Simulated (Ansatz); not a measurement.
Basis-set series for `CN([SiH3])[SiH2]F`. Charge 0, multiplicity 1. The geometry is a stationary point of PBE0-D4/def2-TZVP. It is one conformer, not always the lowest.

```
atom   x (Å)   y (Å)   z (Å)
  C1   0.016   1.258  -0.846
  N2   0.054   0.013  -0.075
 Si3   0.861   0.096   1.457
 Si4  -0.821  -1.336  -0.641
  F5  -2.393  -1.222  -0.347
  H6  -0.677   1.987  -0.414
  H7   1.009   1.717  -0.891
  H8  -0.300   1.065  -1.875
  H9   2.276   0.510   1.255
 H10   0.796  -1.243   2.091
 H11   0.223   1.107   2.346
 H12  -0.342  -2.549   0.056
 H13  -0.702  -1.404  -2.116
```

| functional | basis | functions | energy (Eh) | HOMO (eV) | LUMO (eV) |
| --- | --- | --- | --- | --- | --- |
| PBE0-D4 | def2-TZVPP | 289 | -776.25227 | -7.59 | 0.21 |
| PBE0-D4 | def2-QZVPP | 551 | -776.28424 | -7.60 | 0.08 |
| ωB97M-V | def2-TZVPP | 289 | -776.58347 | -9.89 | 1.87 |
| ωB97M-V | def2-QZVPP | 551 | -776.61322 | -9.91 | 1.54 |

Give the rows for def2-SVP. (An estimate is asked.)

The calculation gave: 
```csv
functional,basis,functions,energy (Eh),HOMO (eV),LUMO (eV)
PBE0-D4,def2-SVP,118,-775.80334,-7.50,0.67
ωB97M-V,def2-SVP,118,-776.12525,-9.78,2.54
```

Positive LUMOs are unbound and depend on the basis.

All numbers were calculated with Ansatz.
